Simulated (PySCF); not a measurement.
## I²⁺: ionisation energy

I²⁺ [Kr] 4d10 5s2 5p3 (4S) → I³⁺ [Kr] 4d10 5s2 5p2 (3P), as a difference of total energies. Computed with PySCF 2.14 in aug-cc-pVQZ-PP with one added diffuse shell each of s, p, d, f, g type with ECP28MDF (8s8p6d4f3g, 117 functions), with scalar relativity through the core potential. Correlated levels: valence: 4s2 4p6 4d10 frozen. The calculations carry no spin-orbit coupling.

```tsv
method	ionisation energy (eV)	difference from reference (eV)
UHF	29.853	+0.283
LDA	30.477	+0.907
PBE	30.273	+0.703
PBE0	30.391	+0.821
r2SCAN	30.566	+0.996
wB97X-V	30.133	+0.563
B3LYP	30.304	+0.734
revPBE	30.223	+0.653
MP2 (valence)	30.339	+0.769
SCS-MP2 (valence)	30.208	+0.638
```

Reference: 29.57 ± 0.025 eV (measured; NIST Atomic Spectra Database, ionization energies).

The reference lies between the lowest fine-structure levels, while these numbers refer to the centres of the terms.

Errors of the correlated levels include the incompleteness of this basis and the frozen core.
